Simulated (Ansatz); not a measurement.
The cluster SnO₄H₄. Charge 0, multiplicity 1. Geometry B3LYP-D4/def2-SVP, basis def2-TZVP, Ansatz.

Cartesian coordinates in Å:
```
Sn 0.618 0.793 -0.277
O -1.439 -1.461 -0.364
O -1.019 0.889 -1.201
O 0.838 1.545 1.544
O -0.103 -1.414 0.198
H -0.009 1.833 1.917
H 0.339 -2.154 -0.253
H 2.231 0.480 -0.753
H -1.455 -0.510 -0.809
```

| run | HOMO (eV) | LUMO (eV) |
| --- | --- | --- |
| A | -6.42 | -2.45 |
| B | -6.33 | -2.95 |
| C | -7.66 | -1.79 |
| D | -9.13 | -0.88 |
| E | -7.26 | -2.15 |
| F | -7.01 | -2.13 |

In the def2 sets Sn takes a core potential; there is no spin–orbit coupling. HSE06 is defined as in plane-wave codes, on full-range PBE exchange. The structure holds one bond between oxygen atoms, so isomers without such links may lie far lower. The structure comes from a short search, and lower isomers may exist.

Problem. The runs used CAM-B3LYP, HSE06, LDA (SPW92), PBE0, r2SCAN, r2SCANh. Estimate which is which.

Solution. A r2SCAN (0 % exact exchange); B LDA (SPW92) (0 % exact exchange); C PBE0 (25 % exact exchange); D CAM-B3LYP (range-separated); E HSE06 (range-separated); F r2SCANh (10 % exact exchange). Exact exchange lowers occupied and raises empty levels; among semilocal functionals meta-GGAs tend to open the gap a little, and such runs are hard to tell apart. The gap grows from 3.38 eV (LDA (SPW92)) to 8.26 eV (CAM-B3LYP).
